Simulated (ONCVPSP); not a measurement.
# Varying the ONCV potential for palladium

Base potential:

ONCVPSP 4.0.1 input, shortened (lines: element, Z, core and valence counts, functional; n l f; lmax; l rc ep ncon nbas qcut; lloc lpopt rc5 dvloc0; l nproj debl; icmod fcfact rcfact), PBE, fully relativistic:

```
  Pd 46.00    6    3        4      upf
    1    0    2.00
    2    0    2.00
    2    1    6.00
    3    0    2.00
    3    1    6.00
    3    2   10.00
    4    0    2.00
    4    1    6.00
    4    2   10.00
    2
    0    1.60    0.00    3    6    6.30
    1    1.05    0.00    4    8    7.50
    2    1.45    0.00    4    7    6.20
    4    5    0.70    6.00
    0    1    1.60
    1    2    3.40
    2    3    2.80
    3    2.50    1.30
```

Open shells are filled in proportion to 2j + 1.

All-electron outer shells of the reference configuration (PBE, scalar-relativistic, ld1.x):

```csv
shell,level (eV),outermost node (bohr),outermost maximum (bohr)
4s,-85.33,0.45,0.85
4p,-51.20,0.46,0.91
4d,-4.05,0.45,1.10
```

Cutoffs, loose and tight: the cutoffs (Ha) at which the residual kinetic energy of the hardest occupied pseudo-wave falls to 1 and 0.1 mHa per electron. They do not see the model core or the augmentation charge, which bear on the density cutoff. Test errors are all-electron minus pseudo excitation energies from the reference, over the configurations 4s2 4p6 4d9; 4s2 4p6 4d8; 4s2 4p6 4d7; 4s2 4p6 4d9.5. A dash means not determined; rows that change the core or the reference have their own tests. The largest error is taken over the tests solved by every variant that gives reliable tests at all: 4s2 4p6 4d8; 4s2 4p6 4d9; 4s2 4p6 4d9.5.

A true bound ghost makes a file unfit for plane-wave use even where its test errors are small: the radial tests pick states by their node count and pass the ghost by.

| change | outcome | cutoff, loose | cutoff, tight | bound ghosts | GHOST(+) flags above zero | largest test error (meV) |
| --- | --- | --- | --- | --- | --- | --- |
| base | generated | 146 Ha | 186 Ha | s | d5/2, d3/2 | -2.4 |
| local potential polynomial inside 0.70 bohr (lpopt 5, dvloc0 -2 Ha) | generated | 146 Ha | 186 Ha | s | p3/2, d5/2, d3/2 | -4.8 |
| local potential polynomial inside 0.70 bohr (lpopt 5, dvloc0 0 Ha) | generated | 146 Ha | 186 Ha | s | d5/2, d3/2 | -3.7 |
| local potential polynomial inside 0.70 bohr (lpopt 5, dvloc0 1 Ha) | generated | 146 Ha | 186 Ha | s | d5/2, d3/2 | -3.3 |
| local potential polynomial inside 0.70 bohr (lpopt 5, dvloc0 2.5 Ha) | generated | 146 Ha | 186 Ha | s | d5/2, p1/2, d3/2 | -3.0 |
| local potential polynomial inside 0.70 bohr (lpopt 5, dvloc0 5 Ha) | generated | 146 Ha | 186 Ha | s | d5/2, d3/2 | -2.6 |
| local potential polynomial inside 0.70 bohr (lpopt 5, dvloc0 5.5 Ha) | generated | 146 Ha | 186 Ha | s | d5/2, d3/2 | -2.5 |
| local potential polynomial inside 0.70 bohr (lpopt 5, dvloc0 7.5 Ha) | generated | 146 Ha | 186 Ha | s | d5/2, d3/2 | -2.3 |
| local potential polynomial inside 0.70 bohr (lpopt 5, dvloc0 9 Ha) | generated | 146 Ha | 186 Ha | s | d5/2, d3/2 | -2.5 |

Reading the sweep of the dvloc0 (base included, trends over the rows without a ghost): Bound ghosts are found at -2, 0, 1, 2.5, 5, 5.5, 6, 7.5, 9 Ha. Every judged row has one, so this setting neither creates nor removes them.
